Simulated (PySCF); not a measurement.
Dipole response of Be⁺ (beryllium, charge +1)

[He] 2s1, 2S determinant. Computed with PySCF 2.14 in x2c-TZVPPall with one added diffuse shell of s type (6s3p1d, 20 functions), with scalar relativity by spin-free X2C-1e. Coupled (time-dependent) response in atomic units; α is the mean over directions. The basis has no added diffuse functions, which lowers α and C₆.

```csv
method,mean α (bohr³),C₆ (like pair),S(−4)
UHF,24.73,69.75,1114
PBE,21.65,57.20,855.8
PBE0,22.31,59.76,909.6
r2SCANh,25.91,76.86,1159
PW91,21.91,58.21,878.5
```

S(−4) is the Cauchy moment in α(ω) = α(0) + S(−4) ω² + …

α(iu) at UHF:

```
u (hartree)  α(iu) (bohr³)
          0          24.73
     0.0500          22.23
      0.100          17.11
      0.200          9.045
      0.300          5.183
      0.500          2.283
      0.750          1.135
       1.00         0.6859
       1.50         0.3432
       2.00         0.2164
       3.00         0.1198
       5.00        0.06097
```

For an ion, C₆ is the dispersion term alone; charge-induced terms of lower order in 1/R come first.
